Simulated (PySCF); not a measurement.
A structure optimised at ωB97X-D3(BJ)/def2-SVP, used in a PySCF frequency run:

```
C
Br 1 1.8530
Br 1 1.8530 2 118.50
Br 1 1.8530 2 118.50 3 155.90
```
Charge 0, spin multiplicity 2.

### Question
Write its SMILES, formula and point group.

### Answer
Br[C](Br)Br, CBr₃, C3v

### Question
What are its rotational constants (standard atomic weights)?

### Answer
1.2451, 1.2451, 0.62347 GHz
